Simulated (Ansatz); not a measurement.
Gas-phase electronic energies from Ansatz, PBE0-D4/def2-TZVP geometries. CBS: MP2 limit from def2 TZ/QZ plus the TZ coupled-cluster correction, frozen cores. This one scheme is used for every species. Functionals use def2-TZVPP. Each species was taken in one conformer, which may not be the lowest.

Consider the β-hydride elimination: `CO[Si](C)(N)Cl` → `C[SiH](N)Cl` + `C=O`.

```json
{"species": "`CO[Si](C)(N)Cl`", "PBE energy (Eh)": "-960.35423"}
{"species": "`C[SiH](N)Cl`", "PBE energy (Eh)": "-845.85816"}
{"species": "`C=O`", "PBE energy (Eh)": "-114.41974"}
```

Question: Work out ΔE.

Answer: ΔE = (-845.85816) + (-114.41974) − (-960.35423) = 0.07633 Eh = +2.08 eV. CCSD(T)/CBS gives +2.30 eV.

Largest T1 diagnostic among the species: 0.015.

The D4 term adds +0.18 eV with B3LYP and +0.10 eV with PBE0; it sums over pairs of atoms, weighted by their polarisabilities, and B3LYP, whose exchange is more repulsive, gets the larger term. In def2-TZVPP, CCSD(T) changes the Hartree–Fock value by +0.17 eV (the triples alone add −0.01 eV) and MP2 by +0.27 eV. From PBE to PBE0 (25 % exact exchange), in def2-TZVPP and without D4, ΔE moves by +0.18 eV.

B3LYP here is the variant with VWN-RPA as its local correlation; programs differ in this.
